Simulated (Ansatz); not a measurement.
Q: Name a neutral molecule of C, F, N, O, Si and H with size of the dipole moment (B3LYP/def2-TZVPP) between 2.15 and 2.45 D and HOMO energy (PBE/def2-TZVPP) between -6.50 and -6.20 eV (Ansatz, PBE0-D4/def2-TZVP geometry).

A: `FC1N[SiH2]O1` (2.41 D, -6.45 eV); `N[Si]1(F)CCO1` (2.43 D, -6.40 eV); `N[Si]1(F)CO[SiH2]1` (2.43 D, -6.40 eV). Other molecules can fit too; these were computed, each in one conformer that needn't be the lowest.

B3LYP here is the variant with VWN-RPA as its local correlation; programs differ in this.
